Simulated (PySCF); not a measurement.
C2H3N3, SMILES c1nc[nH]n1 (connectivity only; charge and spin as stated), charge +1, multiplicity 2.

Coordinates come from a PBE0-D3(BJ)/def2-SVP optimisation. The multiplicity is an assumed one; other spin states were not compared.

Computed with TDA-CAM-B3LYP/def2-SVPD in PySCF 2.14.0.

Vertical excitations. The molecule is in vacuum.

| state | energy (eV) | λ (nm) | f | main pairs |
|---|---|---|---|---|
| root 1 | 0.78 | 1592 | 0.000 | β HOMO→LUMO 87 % |
| root 2 | 1.49 | 834 | 0.000 | β HOMO−2→LUMO 86 % |
| root 3 | 2.32 | 535 | 0.051 | β HOMO−1→LUMO 91 % |
| root 4 | 5.18 | 239 | 0.000 | α HOMO→LUMO 42 %, β HOMO→LUMO+1 46 % |
| root 5 | 5.86 | 212 | 0.004 | β HOMO−3→LUMO 94 % |
| root 6 | 6.22 | 199 | 0.000 | α HOMO→LUMO+1 43 %, β HOMO→LUMO+2 40 % |
| root 7 | 6.37 | 195 | 0.000 | α HOMO−1→LUMO 14 %, α HOMO−1→LUMO+1 9 %, β HOMO−1→LUMO+1 52 %, β HOMO−5→LUMO 14 %, β HOMO−1→LUMO+2 9 % |
| root 8 | 6.58 | 188 | 0.000 | β HOMO−5→LUMO 83 % |
| root 9 | 6.63 | 187 | 0.001 | α HOMO−2→LUMO 40 %, β HOMO−2→LUMO+1 50 % |
| root 10 | 6.67 | 186 | 0.000 | β HOMO−4→LUMO 93 % |
Unrestricted roots are not spin-pure.
